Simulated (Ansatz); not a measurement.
Reaction (isomerisation): `OCB[SiH3]` → `CB[SiH2]O`

Gas-phase electronic energies from Ansatz, PBE0-D4/def2-TZVP geometries. CCSD(T)/CBS adds triple-zeta CCSD(T) − MP2 to the extrapolated MP2 energy (def2 sets, frozen cores). DFT in def2-TZVPP. Each species was taken in one conformer, which may not be the lowest.

`OCB[SiH3]`:

Cartesian coordinates in Å:
```
O 2.071 1.173 0.728
C 0.729 0.747 0.649
B 0.441 -0.285 -0.468
Si -1.419 -1.013 -0.744
H 2.155 1.807 1.444
H 0.032 1.593 0.490
H 0.379 0.297 1.598
H 1.327 -0.658 -1.182
H -2.423 -0.477 0.220
H -1.406 -2.498 -0.614
H -1.887 -0.686 -2.122
```

`CB[SiH2]O`:

```xyz
11

C    -0.971   -0.326    1.341
B    -0.267   -0.897    0.081
Si    0.755    0.196   -1.267
O     0.657    1.842   -1.075
H    -1.194    0.743    1.322
H    -0.232   -0.480    2.148
H    -1.854   -0.887    1.656
H    -0.269   -2.089   -0.082
H     0.231   -0.057   -2.637
H     2.185   -0.251   -1.244
H     0.959    2.205   -0.242
```

CCSD(T)/CBS gives -1.88 eV.

Question: Another level gave -1.85 eV. Which?
A. PBE0/def2-TZVPP
B. PBE/def2-TZVPP
C. CCSD(T)/def2-TZVPP
D. MP2/def2-TZVPP

Answer: C. CCSD(T)/def2-TZVPP -1.85, PBE0 -1.78, MP2/def2-TZVPP -1.95, PBE -1.72 eV.

Question: What do rigid-rotor, harmonic-oscillator terms from PBE0-D4/def2-TZVP frequencies (298.15 K, 1 bar) make of the CCSD(T)/CBS value? (An estimate is asked.)

Answer: Computed: ΔZPE = +0.04 eV, ΔH = -1.84 eV, ΔS = 4 J/(mol·K), ΔG = -1.85 eV.

Largest T1 diagnostic among the species: 0.012.

From PBE to PBE0 (25 % exact exchange), in def2-TZVPP and without D4, ΔE moves by −0.06 eV. At CCSD(T), def2-SVP lies +0.25 eV from the extrapolated value and def2-TZVPP +0.03 eV.
